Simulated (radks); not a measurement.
Question: The tellurium ion Te+, [Kr] 4d10 5s2 5p3. All-electron calculation, non-relativistic Kohn-Sham, exchange-only LDA, spin-polarised, spherical densities, point nucleus. Program: a radial shooting solver on a logarithmic mesh with Libxc functionals. Every spin shell is full or empty, so the densities are truly spherical. Functionals are evaluated on that one density, not self-consistently. Rank these exchange functionals by their error against the exact value of the orbitals, and give that value: LDA, B88, PBE, PBEsol, PW91, OPTX, AM05, SOGGA, EV93, TPSS, SCAN, MS2, Tao-Mo, MVS.

Answer: Exact: -168.438 hartree. From best to worst, with 100 (|E| - |E exact|)/|E exact| (equal figures are ties): PW91 -0.01, B88 +0.02, MVS +0.06, SCAN +0.16, TPSS -0.31, EV93 -0.33, PBE -0.43, MS2 -0.60, Tao-Mo -0.82, OPTX +1.27, PBEsol -2.24, SOGGA -2.25, AM05 -4.46, LDA -4.78.
